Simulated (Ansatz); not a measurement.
Born–Oppenheimer molecular dynamics of ClFH3Sn (6 atoms, charge 0, multiplicity 2). It starts at the highest image of a converged band. Of that band: Neighbouring images differ by up to 2.2 eV, so the band resolves the path poorly. A vibrational analysis at the climbing image gives one clearly imaginary mode, 158i cm⁻¹: a first-order saddle point.

Method: Ansatz, UHF/def2-SVP.

| Item | Value |
| --- | --- |
| ensemble | NVE (velocity Verlet) |
| time step | 0.5 fs |
| steps asked | 200 |
| starting velocities drawn for | 100 K |
| seed | 8173 |

First frame:

```xyz
6
Properties=species:S:1:pos:R:3
Sn -0.005 0.000 -0.192
Cl 0.011 0.000 3.010
H 1.622 0.000 -0.710
H -0.822 1.411 -0.700
H -0.822 -1.411 -0.701
F 0.018 0.000 4.675
```

Task: How far do the bonds stretch over the last three quarters of this one trajectory? (Pairs bonded in most of those frames.)

Result: 
| bond | mean (Å) | spread (Å) | shortest | longest |
| --- | --- | --- | --- | --- |
| Sn1–H3 | 1.707 | 0.015 | 1.68 | 1.74 |
| Sn1–H4 | 1.708 | 0.009 | 1.69 | 1.72 |
| Sn1–H5 | 1.707 | 0.007 | 1.70 | 1.72 |
| Cl2–F6 | 1.657 | 0.009 | 1.64 | 1.67 |

Mean temperature of the second half: 51 K. The conserved energy stayed within 0.015 meV per atom of its start (net change 0.0043 meV per atom), so the integration is sound. A run of 0.1 ps of so small a system gives no equilibrium averages.

Time of the run: 6.4 min on 1 thread of AMD EPYC 7R43 64-Core Processor (Zen 3), on a shared host, peak memory 0.22 GiB.
